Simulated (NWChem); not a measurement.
Molecule: HfH4S; SMILES [SH][HfH3]

```xyz
6

Hf    -0.0684     0.3215    -0.1137
H     -1.1588     0.7435     1.3153
H      1.6534     0.8954     0.2033
H     -0.6785     1.1395    -1.6479
S     -0.0840    -2.0772    -0.4112
H     -0.9335    -2.1211     0.6512
```
Atoms are numbered in this order, from 1.

Level: PBE0/def2-SVP with def2 effective core potentials on Hf (NWChem), optimised geometry, unscaled harmonic frequencies. def2 effective core potentials on Hf; no spin-orbit coupling.

### Question
List the harmonic frequencies with IR intensities, and the thermochemistry.

### Answer
| frequency (cm⁻¹) | IR intensity (km/mol) |
|---|---|
| 112 | 0.2 |
| 263 | 36.2 |
| 354 | 32.1 |
| 355 | 43.6 |
| 492 | 11.6 |
| 583 | 226.0 |
| 655 | 69.5 |
| 669 | 75.6 |
| 1733 | 509.6 |
| 1740 | 495.9 |
| 1783 | 240.5 |
| 2644 | 3.5 |

```yaml
zero_point_energy: 16.3 kcal/mol
thermal correction to the enthalpy at 298.15 K (with zero-point energy): 20.2 kcal/mol
heat capacity Cv: 17.0 cal/(mol K)
entropy at 298.15 K and 1 atm (symmetry number 1): 75.2 cal/(mol K)
```

Rigid rotor and harmonic oscillator.
